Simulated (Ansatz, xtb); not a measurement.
# Isomers of CHAuBSe in order of energy

6 gas-phase structures of CHAuBSe, found in a search over its isomers (lower ones may exist). Each was relaxed with GFN2-xTB:

A. `[Au][C]1B[Se]1`, a doublet
B. `B=[C][Se][Au]`, a doublet
C. a doublet given by its coordinates
D. `[Au][B]1[CH][Se]1`, a doublet
E. a doublet given by its coordinates
F. `[Se]=[C][BH][Au]`, a doublet

E (Å):

```xyz
5

C    -0.3800   -0.4281    0.8603
Au    1.2852   -1.5140    0.6338
B    -0.2699    0.9055    1.3290
Se   -0.0236    2.5500    1.9162
H    -1.2816   -0.9520    0.6013
```

Close contacts (Å): C1–Au2 2.00, C1–B3 1.42, B3–Se4 1.76, C1–H5 1.07.

C (Å):

```xyz
5

C     2.6570   -0.5113   -2.2763
Au   -0.0226    2.2571   -0.1579
B     2.4369    0.7083   -1.7611
Se    2.1806    2.4148   -1.0673
H     2.8356   -1.4680   -2.6902
```

Close contacts (Å): C1–B3 1.34, Au2–Se4 2.39, B3–Se4 1.86, C1–H5 1.06.

Which do you expect lowest at r2SCAN-D4/def2-SVP, and how would the others follow?

Calculated order at r2SCAN-D4/def2-SVP: E (0.0), D (10.6), F (47.6), A (83.4), C (119.5), B (147.1) kJ/mol.

Energies above the lowest of each column, in kJ/mol; the last columns are at PBE0-D3(BJ)/def2-SVP geometries and were run for some of them only (a dash: not run or not comparable):

```json
{"structure": "E", "GFN2-xTB": "0.0", "r2SCAN-D4/def2-SVP": "0.0", "PBE0-D3(BJ)/def2-SVP": "0.0", "CCSD(T)/def2-SVP + ΔMP2/def2-TZVPP": "0.0"}
{"structure": "D", "GFN2-xTB": "17.7", "r2SCAN-D4/def2-SVP": "10.6", "PBE0-D3(BJ)/def2-SVP": "4.9", "CCSD(T)/def2-SVP + ΔMP2/def2-TZVPP": "0.4"}
{"structure": "F", "GFN2-xTB": "7.0", "r2SCAN-D4/def2-SVP": "47.6", "PBE0-D3(BJ)/def2-SVP": "52.8", "CCSD(T)/def2-SVP + ΔMP2/def2-TZVPP": "45.4"}
{"structure": "A", "GFN2-xTB": "73.8", "r2SCAN-D4/def2-SVP": "83.4", "PBE0-D3(BJ)/def2-SVP": "77.5", "CCSD(T)/def2-SVP + ΔMP2/def2-TZVPP": "–"}
{"structure": "C", "GFN2-xTB": "83.2", "r2SCAN-D4/def2-SVP": "119.5", "PBE0-D3(BJ)/def2-SVP": "–", "CCSD(T)/def2-SVP + ΔMP2/def2-TZVPP": "–"}
{"structure": "B", "GFN2-xTB": "70.5", "r2SCAN-D4/def2-SVP": "147.1", "PBE0-D3(BJ)/def2-SVP": "–", "CCSD(T)/def2-SVP + ΔMP2/def2-TZVPP": "–"}
```

Every level run on E puts it lowest or level with the lowest. Flexible structures stand in one conformer each, not always the lowest. Frequencies (PBE0-D3(BJ)/def2-SVP) were run for D, E, F alone. Open shells are spin-unrestricted. Atoms past krypton carry core potentials in the def2 sets, without spin–orbit terms. ΔMP2 is the change of the MP2 energy from the smaller to the larger basis.

Over these structures GFN2-xTB departs from r2SCAN-D4/def2-SVP by 25.1 kJ/mol on average once a common shift is removed. A GFN2-xTB relaxation took about 0.093 s and the r2SCAN-D4/def2-SVP energy about 4.5 s on a shared host (Ansatz 0.2.0, xtb 6.7.1).
